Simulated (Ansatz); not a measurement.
Bond stretch in GaB, lowest triplet found (which spin is the ground state isn't settled by this scan).

Level of theory: full CI/aug-cc-pVDZ, cores with 3d frozen (Ansatz, a quantum-chemistry and plane-wave program).

**Question.** Relative to R = 2.07 Å, what are the energies at R = 1.60, 1.72, 1.80, 1.97 Å?

**Answer.** 54.8 kcal/mol at 1.60 Å, 25.5 kcal/mol at 1.72 Å, 13.7 kcal/mol at 1.80 Å, 1.8 kcal/mol at 1.97 Å.

The scan ran from 1.49 to 7.04 Å; beyond the distances shown full CI changes its symmetry label.
